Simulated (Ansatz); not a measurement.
Ansatz (an electronic-structure program) input (CCSD(T)/aug-cc-pV(D+d)Z):
A basis named .json is the Basis Set Exchange file of that set.

Ansatz 0.2 input:
```yaml
crystal:
  periodic: [false, false, false]
  atoms:
    - {symbol: C, position_ang: [-2.42378440, 0.00527456, 0.16041090]}
    - {symbol: C, position_ang: [-1.07798555, 0.30311103, 0.19688414]}
    - {symbol: C, position_ang: [0.02692804, -0.53967825, 0.33311347]}
    - {symbol: Cl, position_ang: [1.62681265, 0.10845838, -0.28493447]}
    - {symbol: H, position_ang: [-3.16491006, 0.78839470, 0.26682218]}
    - {symbol: H, position_ang: [-2.78352010, -1.01914476, 0.18235962]}
    - {symbol: H, position_ang: [-0.82792627, 1.36565531, 0.17773636]}
    - {symbol: H, position_ang: [-0.03040735, -1.59094188, 0.07451663]}
basis:
  gaussian:
    orbitals: aug-cc-pV_D+d_Z.json
total_charge: -1
magnetization: {spin_polarized: false}
correlation: {method: ccsd_t, electrons: outside_noble_gas}
output: {forces: true}
```

End of the output:

```
cycle  12  -17.18097642 eV  change   -1.2e-5 eV  update   1.3e-5
cycle  13  -17.18098118 eV  change   -4.8e-6 eV  update   5.4e-6
cycle  14  -17.18098586 eV  change   -4.7e-6 eV  update   2.5e-6
perturbative correction -0.72560354 eV, -0.0266654383 hartree
the calculation of the forces begins
Total energy: -15674.82166346 eV, -576.0390713563 hartree
Atom 0 at    -2.423784     0.005275     0.160411 Å, force    -0.701982    -0.209136    -0.070873 eV/Å
Atom 1 at    -1.077986     0.303111     0.196884 Å, force     0.339490     0.537724    -0.107062 eV/Å
Atom 2 at     0.026928    -0.539678     0.333113 Å, force     0.799601    -0.229002     0.313594 eV/Å
Atom 3 at     1.626813     0.108458    -0.284934 Å, force     0.035873     0.054372    -0.037647 eV/Å
Atom 4 at    -3.164910     0.788395     0.266822 Å, force    -0.350558     0.392278     0.036418 eV/Å
Atom 5 at    -2.783520    -1.019145     0.182360 Å, force    -0.171921    -0.505820     0.008716 eV/Å
Atom 6 at    -0.827926     1.365655     0.177736 Å, force     0.099111     0.492158    -0.000222 eV/Å
Atom 7 at    -0.030407    -1.590942     0.074517 Å, force    -0.049616    -0.532574    -0.142924 eV/Å
Dipole moment:     0.380050     0.046540    -0.160510 e Å
```

It need not be the lowest isomer of its formula. Whether it binds its extra electron was not tested at this geometry.
